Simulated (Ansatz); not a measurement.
Cartesian coordinates (Å):
```xyz
13

C     -2.6320     0.1228     0.7331
C     -1.5972    -0.5135     0.1980
C     -0.3000     0.1093     0.0178
C      0.7969    -0.4368    -0.5050
Si     2.4317     0.4329    -0.7027
Cl     0.7922    -2.0925    -1.0754
H     -2.5540     1.1513     1.0643
H     -3.5902    -0.3619     0.8574
H     -1.7008    -1.5413    -0.1255
H     -0.2143     1.1402     0.3478
H      2.8113     0.4677    -2.1295
H      2.2800     1.8081    -0.1814
H      3.4765    -0.2864     0.0538
```
Charge 0, spin multiplicity 1.

Level of theory: frozen-core CCSD(T)/cc-pVTZ // CAM-B3LYP-D3(BJ)/def2-TZVP (Ansatz, a quantum-chemistry and plane-wave program). The restricted HF reference is unstable towards unrestricted orbitals.

The HF energy is -904.02506 Ha. The MP2 correlation energy is -0.95550 Ha.

Problem. Estimate the CCSD correlation energy, the (T) correction, the total energy and the T1 diagnostic.

Solution. 
| Item | Value |
|---|---|
| CCSD correlation energy | -1.01500 Ha |
| (T) correction | -0.04802 Ha |
| CCSD(T) total energy | -905.08807 Ha |
| T1 diagnostic | 0.012 |
